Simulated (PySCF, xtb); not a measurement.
N-methyl-N-silylethenamine (C₃H₉NSi), SMILES C=CN(C)[SiH3]. The values are those of a single conformer.

Harmonic wavenumbers (cm⁻¹) from GFN2-xTB in xtb at its own minimum, in rising order: 30, 122, 170, 227, 229, 359, 499, 562, 616, 640, 667, 771, 797, 801, 817, 973, 992, 1076, 1104, 1201, 1286, 1339, 1411, 1426, 1487, 1500, 1700, 2218, 2236, 2264, 2930, 2953, 3031, 3045, 3123, 3151.

Task: What does PBE-D3(BJ)/def2-SVP in PySCF give at its own minimum? (An estimate is asked for; the answer gives what the named calculation found.)

Result: 81, 136, 167, 205, 219, 333, 501, 635, 652, 677, 689, 761, 881, 910, 928, 938, 953, 1071, 1096, 1189, 1265, 1297, 1377, 1399, 1412, 1441, 1654, 2140, 2170, 2186, 2927, 2996, 3063, 3066, 3088, 3193. Paired by order, the mean absolute difference is 39 cm⁻¹ and the zero-point energies are 68.3 and 68.2 kcal/mol.
